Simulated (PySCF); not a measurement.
## Peak assignment

Geometry:
```csv
atom,x (Å),y (Å),z (Å)
C1,1.329,-2.154,-1.476
C2,1.460,-1.033,-0.781
O3,2.335,-0.088,-1.328
C4,2.531,1.016,-0.664
O5,2.041,1.314,0.393
Si6,0.531,-0.653,0.840
C7,-0.792,0.704,0.660
Si8,-2.126,0.526,2.000
Si9,-1.510,0.807,-1.097
H10,0.678,-2.932,-1.126
H11,1.863,-2.325,-2.397
H12,3.232,1.669,-1.209
H13,1.433,-0.548,1.987
H14,-0.190,-1.935,1.009
H15,-0.299,1.661,0.846
H16,-3.031,1.680,1.949
H17,-1.505,0.475,3.326
H18,-2.908,-0.695,1.796
H19,-2.513,1.872,-1.179
H20,-0.447,1.123,-2.064
H21,-2.120,-0.468,-1.484
```

[PySCF 2.14: coordinates at the GFN2-xTB level; GIAO PBE0/pcSseg-1 shieldings; no solvent model; non-relativistic; one computed conformer; equivalent nuclei averaged]

δ = σ(ref) − σ, references computed at the same level: ¹³C (σ = 186.93 ppm) and ¹H (σ = 31.72 ppm) against TMS.

(1) Assign these signals to the numbered atoms. ¹³C{¹H} NMR (computed): δ 165.9, 162.8, 123.0, -17.4.

(2) Assign these signals to the numbered atoms. ¹H NMR (400 MHz, computed): δ 8.06 (s, 1H), 6.07 (br s, 1H), 5.66 (br s, 1H), 4.73 (d, 2H), 3.99 (d, 6H), -0.27 (m, 1H).

## Answers

(1) 
```tsv
δ (ppm)	atoms	environment	reason
165.9	C4	ester carbonyl carbon	lone-pair donation from the attached heteroatom keeps it upfield of a ketone carbonyl
162.8	C2	alkene carbon bearing oxygen	an sp2 carbon further deshielded by the attached heteroatom
123.0	C1	β carbon of an enol-ether or enamine type C=C	–
-17.4	C7	sp3 CH bonded to 3 Si	an electropositive neighbour leaves it electron-rich and shielded
```

(2) 
8.06 → H12, hydrogen on an ester carbonyl carbon
6.07 → H11, hydrogen on a β carbon of an enol-ether or enamine type C=C: attached to an sp2 carbon and in the plane of the double bond
5.66 → H10, hydrogen on a β carbon of an enol-ether or enamine type C=C
4.73 → H13/H14, hydrogen on a silicon bonded to 2 C
3.99 → H16/H17/H18/H19/H20/H21, hydrogen on a silicon bonded to C
-0.27 → H15, hydrogen on an sp3 CH bonded to 3 Si: an electropositive neighbour shields it, as in TMS itself

Shifts are as computed. Against solution values, carbons near 30 ppm lie about +3 ppm off and those near 130 ppm about +5 ppm. Of 1309 compounds with measured shifts, 239 miss one by over three times the rms of a fit or turn the order of signals round; such compounds aren't used in these exercises. No couplings were computed; multiplicities are counted from neighbouring protons, with m where these are inequivalent, close in shift, in a saturated or five-membered ring or joined by F or P, and br s for small geminal =CH2 splittings.
